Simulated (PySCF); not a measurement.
aziridine (C₂H₅N), singlet, geometry from GFN2-xTB; MP2/6-31G* (PySCF).

Here is a job for PySCF.
```python
from pyscf import gto, scf, mp

mol = gto.Mole()
mol.atom = '''
    C    -0.04252334   -0.38733500    0.73947652
    N    -0.01011255    0.85146718   -0.00126732
    C    -0.05037456   -0.38962699   -0.73777732
    H     0.89670534    1.30833644   -0.00679566
    H    -0.96703575   -0.57186181    1.26898429
    H    -0.98045991   -0.57578070   -1.25685328
    H     0.84619301   -0.72763722    1.25923727
    H     0.83277259   -0.73155502   -1.26589656
'''
mol.basis = '6-31g*'
mol.verbose = 4
mol.build()

mf = scf.RHF(mol)
mf.kernel()

pt = mp.MP2(mf)
pt.kernel()
print('E(MP2) = %.10f' % pt.e_tot)
mf.analyze()
```

### Question
What does PySCF print? Leave out banner, timings and long lists.

### Answer

```
PySCF version 2.14.0

[INPUT] verbose = 4
[INPUT] num. atoms = 8
[INPUT] num. electrons = 24
[INPUT] charge = 0
[INPUT] spin (= nelec alpha-beta = 2S) = 0
[INPUT] symmetry False subgroup None
[INPUT] Mole.unit = angstrom
[INPUT] Symbol           X                Y                Z      unit          X                Y                Z       unit  Magmom
[INPUT]  1 C     -0.042523340000  -0.387335000000   0.739476520000 AA   -0.080357466502  -0.731957068458   1.397408098346 Bohr   0.0
[INPUT]  2 N     -0.010112550000   0.851467180000  -0.001267320000 AA   -0.019109949921   1.609039774256  -0.002394887712 Bohr   0.0
[INPUT]  3 C     -0.050374560000  -0.389626990000  -0.737777320000 AA   -0.095194122045  -0.736288301839  -1.394197075716 Bohr   0.0
[INPUT]  4 H      0.896705340000   1.308336440000  -0.006795660000 AA    1.694527507035   2.472397550388  -0.012841936236 Bohr   0.0
[INPUT]  5 H     -0.967035750000  -0.571861810000   1.268984290000 AA   -1.827432720163  -1.080662201998   2.398032764476 Bohr   0.0
[INPUT]  6 H     -0.980459910000  -0.575780700000  -1.256853280000 AA   -1.852800706016  -1.088067830810  -2.375108477961 Bohr   0.0
[INPUT]  7 H      0.846193010000  -0.727637220000   1.259237270000 AA    1.599073037421  -1.375035063840   2.379613566145 Bohr   0.0
[INPUT]  8 H      0.832772590000  -0.731555020000  -1.265896560000 AA    1.573712119145  -1.382438632851  -2.392197800429 Bohr   0.0

nuclear repulsion = 76.843265546002
number of shells = 28
number of NR pGTOs = 101
number of NR cGTOs = 52
basis = 6-31g*
ecp = {}

******** <class 'pyscf.scf.hf.RHF'> ********
method = RHF
initial guess = minao
damping factor = 0
level_shift factor = 0
DIIS = <class 'pyscf.scf.diis.CDIIS'>
diis_start_cycle = 1
diis_space = 8
diis_damp = 0
SCF conv_tol = 1e-09
SCF conv_tol_grad = None
SCF max_cycles = 50
direct_scf = True
direct_scf_tol = 1e-13
Set gradient conv threshold to 3.16228e-05
Initial guess from minao.
init E= -133.684180311354
  HOMO = -0.259634194607828  LUMO = 0.161323598350109  gap/eV = 11.45485
cycle= 1 E= -133.002514371997  delta_E= 0.682  |g|= 0.336  |ddm|=  2.4
  HOMO = -0.381012864478857  LUMO = 0.213821732046118  gap/eV = 16.18627
cycle= 2 E= -133.033768037893  delta_E= -0.0313  |g|= 0.111  |ddm|= 0.318
  HOMO = -0.381628527214535  LUMO = 0.227927847708282  gap/eV = 16.58687
cycle= 3 E= -133.036721279205  delta_E= -0.00295  |g|= 0.0395  |ddm|= 0.102
  HOMO = -0.381459310177013  LUMO = 0.229377306944472  gap/eV = 16.62171
cycle= 4 E= -133.037168001172  delta_E= -0.000447  |g|= 0.0072  |ddm|= 0.0399
  HOMO = -0.383562025872322  LUMO = 0.228576985519628  gap/eV = 16.65715
cycle= 5 E= -133.03718849141  delta_E= -2.05e-05  |g|= 0.00255  |ddm|= 0.0129
  HOMO = -0.38311352930572  LUMO = 0.228750324357429  gap/eV = 16.64966
cycle= 6 E= -133.037191937467  delta_E= -3.45e-06  |g|= 0.000859  |ddm|= 0.00577
  HOMO = -0.383415686493286  LUMO = 0.228726322098487  gap/eV = 16.65723
cycle= 7 E= -133.03719248549  delta_E= -5.48e-07  |g|= 0.000205  |ddm|= 0.00288
  HOMO = -0.383429845728458  LUMO = 0.228720889869747  gap/eV = 16.65747
cycle= 8 E= -133.037192519945  delta_E= -3.45e-08  |g|= 3.48e-05  |ddm|= 0.0008
  HOMO = -0.383431193313006  LUMO = 0.228721956606374  gap/eV = 16.65754
cycle= 9 E= -133.037192520799  delta_E= -8.54e-10  |g|= 5.91e-06  |ddm|= 0.00011
  HOMO = -0.383431217536351  LUMO = 0.228721614776639  gap/eV = 16.65753
Extra cycle  E= -133.037192520822  delta_E= -2.33e-11  |g|= 2.34e-06  |ddm|= 1.66e-05
converged SCF energy = -133.037192520822

******** <class 'pyscf.mp.mp2.RMP2'> ********
nocc = 12, nmo = 52
E(RMP2) = -133.460832258096  E_corr = -0.423639737273742
E(SCS-RMP2) = -133.454373275705  E_corr = -0.417180754883156
E_corr(same-spin) = -0.105215688283078
E_corr(oppo-spin) = -0.318424048990664
E(MP2) = -133.4608322581
**** SCF Summaries ****
Total Energy =                        -133.037192520822316
Nuclear Repulsion Energy =              76.843265546002002
One-electron Energy =                 -331.248594626569400
Two-electron Energy =                  121.368136559745068
Two-electron Coulomb Energy =          140.152945883623204
DFT Exchange-Correlation Energy =      -18.784809323878136
HOMO-LUMO gap [eV] =                    16.657527023305114
**** MO energy ****
MO #1   energy= -15.5517547341635  occ= 2
MO #2   energy= -11.2489500818428  occ= 2
MO #3   energy= -11.2482299952218  occ= 2
MO #4   energy= -1.26620455572537  occ= 2
MO #5   energy= -0.892229602813686 occ= 2
MO #6   energy= -0.839515605074669 occ= 2
MO #7   energy= -0.700377149333081 occ= 2
MO #8   energy= -0.64257693840502  occ= 2
MO #9   energy= -0.525632868913596 occ= 2
MO #10  energy= -0.484251911785328 occ= 2
MO #11  energy= -0.473006203293203 occ= 2
MO #12  energy= -0.383431217536351 occ= 2
MO #13  energy= 0.228721614776639  occ= 0
MO #14  energy= 0.270053980104532  occ= 0
MO #15  energy= 0.295771215744359  occ= 0
MO #16  energy= 0.304747569711405  occ= 0
MO #17  energy= 0.32631552009627   occ= 0
MO #18  energy= 0.3750604874887    occ= 0
MO #19  energy= 0.409455968712598  occ= 0
MO #20  energy= 0.454028339873436  occ= 0
 ** Mulliken pop on meta-lowdin orthogonal AOs  **
 ** Mulliken pop  **
 ** Mulliken atomic charges  **
charge of    0C =     -0.09936
charge of    1N =     -0.38559
charge of    2C =     -0.09936
charge of    3H =      0.20394
charge of    4H =      0.10092
charge of    5H =      0.10092
charge of    6H =      0.08925
charge of    7H =      0.08925
Dipole moment(X, Y, Z, Debye):  1.44249, -1.20233, -0.00580
```
